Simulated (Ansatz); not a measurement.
Job for Ansatz (a program for electronic structure): R-B3LYP/def2-TZVPP on Cl3Ga (SMILES [Cl][Ga]([Cl])[Cl]).

Ansatz 0.2 input:
```yaml
crystal:
  periodic: [false, false, false]
  atoms:
    - {symbol: Ga, position_ang: [0.00005036, -0.00001326, -0.00057016]}
    - {symbol: Cl, position_ang: [2.13453578, -0.00972955, -0.00903274]}
    - {symbol: Cl, position_ang: [-1.05882154, 1.85338218, -0.00143330]}
    - {symbol: Cl, position_ang: [-1.07566460, -1.84363936, 0.01113621]}
basis:
  gaussian:
    orbitals: def2-TZVPP
hamiltonian:
  xc: {name: B3LYP}
scf: {lower_state_search: off}
```

The log:

```
WARN ansatz: RAYON_NUM_THREADS=4 ignored (pool sized by the plan → 4); use --threads N
Functional definition: B3LYP
these checks for a lower state are left out or cut short: stability, starts, cluster_reference, orbital_swaps, neighbouring_geometries, increment
integrals: 0.12 GiB planned
1342 factors; their error is unknown
mean field: 1.06 GiB planned
mean field evaluation 1: about -89952.0619 eV, gradient 3.4e1 eV
mean field evaluation 2: about -89949.8404 eV, gradient 5.5e1 eV
mean field evaluation 4: about -89953.9511 eV, gradient 7.6e-1 eV
mean field evaluation 8: about -89954.1738 eV, gradient 1.6e-1 eV
mean field evaluation 16: about -89954.1738 eV, gradient 6.0e-6 eV
mean field -89954.17380932 eV, -3305.7549143636 hartree, gradient 6.0e-6 eV, S^2 0.000000; 0 other end points of the search recorded, 0 dependent functions left out
reference -89954.17406544 eV, -3305.7549237759 hartree; 41, 41 occupied and 133, 133 virtual orbitals, 1342 factors
Total energy: -89954.17406544 eV, -3305.7549237759 hartree
Checks for a lower state left out: stability, starts, cluster_reference, orbital_swaps, neighbouring_geometries, increment
```

The calculation finished and met its thresholds.

Cost: about 5 core-seconds (a rough figure).
